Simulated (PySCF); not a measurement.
Energy of Tc²⁺ (technetium, charge +2) between two integer charges

The 4d alpha orbital of [Kr] 4d5 is emptied in steps (occupation f), with all orbitals relaxed, ending at [Kr] 4d4. Calculation: PySCF 2.14, in aug-cc-pVDZ-PP with ECP28MDF (5s5p4d2f, 54 functions); scalar relativity through the core potential. The exact energy is a straight line in f; departures are measured from the line between the end points of the same method.

Question: Among PBE0, r2SCAN, LC-wPBE, which shows the largest delocalisation error (convex curve), and which is closest to linear?

Answer: Most convex: r2SCAN (-1.466 eV at f = 0.5); closest to linear: LC-wPBE (-0.376 eV).

| f | PBE0 (eV) | r2SCAN (eV) | LC-wPBE (eV) |
| --- | --- | --- | --- |
| 1 | 0.000 | 0.000 | 0.000 |
| 0.9 | -0.395 | -0.526 | -0.134 |
| 0.7 | -0.925 | -1.229 | -0.314 |
| 0.5 | -1.104 | -1.466 | -0.376 |
| 0.3 | -0.930 | -1.233 | -0.318 |
| 0.1 | -0.400 | -0.529 | -0.137 |
| 0 | 0.000 | 0.000 | 0.000 |

| method | E(f=0) − E(f=1) (eV) | −ε at f=1 (eV) | −ε at f=0.5 (eV) |
| --- | --- | --- | --- |
| PBE0 | 29.874 | 25.495 | 29.858 |
| r2SCAN | 29.906 | 24.075 | 29.894 |
| LC-wPBE | 29.739 | 28.262 | 29.727 |

Reference removal energy between the ground levels: 29.55 eV (semi-empirical (NIST evaluation); NIST Atomic Spectra Database, ionization energies). The calculation has no spin-orbit coupling. The determinant left behind need not be the lowest term of the ion.
